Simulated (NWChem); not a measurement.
# C6H4; SMILES C#C/C=C/C#C

All runs: NWChem. Geometry: optimised at PBE-D3(BJ)/def2-SVP.

For level TPSS/cc-pVTZ:

```yaml
highest occupied level (eV): -5.80
```

Task: What are these values for level TPSS/cc-pVDZ?

Result: 
- highest occupied level (eV) = -5.65
